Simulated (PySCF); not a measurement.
Harmonic spectrum computed at PBE in the def2-TZVP basis family (core potentials from Rb on, PySCF, no spin–orbit coupling):

| symmetry | ω (cm⁻¹) | IR (km/mol) |
| --- | --- | --- |
| a1 | 1025 | 1.1 |
| a1 | 2363 | 8.3 |
| b2 | 2377 | 8.1 |

Question: Which molecule gave it? In each, all ligands are bound to the one heavy central atom.
A. AsH₂ (doublet)
B. H₂S (singlet)
C. H₂Se (singlet)
D. SiH₂ (singlet)
E. MgH₂ (singlet)

Answer: C. It has C2v symmetry with Se–H 1.480 Å (×2).
